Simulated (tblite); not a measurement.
Species: tert-butyl(phenyl)phosphine oxide, C₁₀H₁₅OP.
Geometry (GFN2-xTB, Å), atoms numbered from 1 in this order:
```
atom  x, y, z in Å
C1    -1.677    1.415    0.006
C2    -1.732   -0.108   -0.005
C3    -3.043   -0.603   -0.606
C4    -1.516   -0.682    1.387
P5    -0.414   -0.671   -1.187
O6    -0.610   -0.204   -2.560
C7     1.201   -0.243   -0.485
C8     1.802   -0.992    0.517
C9     3.029   -0.602    1.021
C10    3.655    0.532    0.527
C11    3.059    1.276   -0.479
C12    1.833    0.887   -0.986
H13   -2.499    1.829    0.590
H14   -0.736    1.761    0.436
H15   -1.749    1.794   -1.013
H16   -3.894   -0.268   -0.016
H17   -3.150   -0.224   -1.621
H18   -3.055   -1.693   -0.647
H19   -2.336   -0.389    2.042
H20   -1.480   -1.770    1.352
H21   -0.586   -0.315    1.819
H22   -0.455   -2.064   -1.047
H23    1.313   -1.880    0.891
H24    3.502   -1.184    1.799
H25    4.613    0.832    0.925
H26    3.553    2.154   -0.868
H27    1.354    1.439   -1.782
```

Computed with GFN2-xTB (tblite): harmonic, unscaled wavenumbers at the GFN2-xTB geometry, gas phase. Errors from tens to a few hundred cm⁻¹ against measured bands are possible. Modes of hydrogen on phosphorus can be 10 to 20 % off. One conformer, not necessarily the lowest.

Harmonic wavenumbers (cm⁻¹): 42.7, 50.2, 70.4, 153.9, 177.2, 189.6, 199.3, 226.1, 232.5, 248.0, 281.9, 325.8, 354.1, 366.3, 377.3, 429.3, 451.3, 470.7, 586.4, 626.4, 658.9, 703.2, 739.3, 854.3, 867.6, 880.5, 904.6, 928.2, 934.7, 936.8, 961.9, 969.0, 970.6, 979.4, 1021.4, 1029.3, 1076.4, 1112.3, 1128.4, 1180.7, 1189.7, 1209.1, 1237.5, 1246.9, 1268.1, 1277.9, 1324.3, 1400.2, 1402.7, 1422.2, 1425.6, 1454.3, 1478.9, 1484.6, 1488.4, 1493.4, 1499.5, 1504.3, 1584.8, 1588.5, 2228.0, 2999.0, 3001.3, 3009.1, 3010.6, 3014.4, 3018.2, 3019.3, 3025.8, 3027.6, 3071.0, 3075.2, 3079.3, 3085.5, 3093.7.

A = 1564, B = 547.0, C = 497.6 MHz; mass 182.086 u (most abundant isotopes); point group C1, symmetry number 1.

Problem. What is the zero-point energy?

Solution. Half the sum of the wavenumbers: 48718 cm⁻¹ = 139.29 kcal/mol.

Problem. Give the ideal-gas entropy at 200 K and 1 bar in the rigid-rotor, harmonic-oscillator model (classical rotation).

Solution. Translation 39.55, rotation 29.81, vibration 26.77: S = 96.1 cal/(mol K).

Problem. And Cp and H(200 K) − H(0)?

Solution. Cp = 38.06 cal/(mol K), of which vibrations give 30.11 (their classical limit is 75 R = 149.0); H(200 K) − H(0) = 4.56 kcal/mol without the zero-point energy, 2.97 from vibrations.

Problem. What must be added to the electronic energy to get the Gibbs energy at 200 K and 1 bar?

Solution. ZPE + [H(200 K) − H(0)] − T·S = 139.29 + 4.56 − 19.23 = 124.62 kcal/mol.

Problem. How do the functions run with temperature in this model?

Solution. 
```
 T (K)  S (cal/(mol K))  Cp (cal/(mol K))  H − H(0) (kcal/mol)  G − H(0) (kcal/mol)  ln q(vib)
    50             62.7              14.5                 0.54                -2.60       0.79
   100             75.4              23.1                 1.48                -6.06       2.37
298.15            114.0              52.5                 8.99               -24.99       9.68
373.15            126.9              63.4                13.34               -34.03      12.49
   500            147.9              79.8                22.46               -51.47      17.24
   750            184.9             102.7                45.48               -93.19      26.33
  1000            216.6             117.5                73.13              -143.47      34.86
```

q(vib) and H(0) count from the zero-point level.

Problem. Which modes carry the vibrational entropy at 200 K?

Solution. 42.7 cm⁻¹: 4.34; 50.2 cm⁻¹: 4.02; 70.4 cm⁻¹: 3.36; 153.9 cm⁻¹: 1.88; 177.2 cm⁻¹: 1.63; 189.6 cm⁻¹: 1.52 cal/(mol K); the other 69 give 10.01 together.

Problem. Blend soft modes into free rotors: weight 1/[1 + (100 cm⁻¹/ν̃)⁴] for the oscillator and the rest for a rotor with moment μB/(μ + B), μ = h/(8π²ν), B = 10⁻⁴⁴ kg m². What vibrational entropy results?

Solution. 24.65 cal/(mol K) in place of 26.77, which changes −T·S at 200 K by +0.42 kcal/mol.

Hindered rotation and anharmonicity are outside this model. Other conformers, if any are populated, would add a mixing term that is left out. The structure is chiral; the term R ln 2 for an equal mix with its mirror image is left out.

Hardware: an Arm Neoverse V1 with one thread (shared host). Cost: 1.7 s wall. The figure is for the frequency step alone.
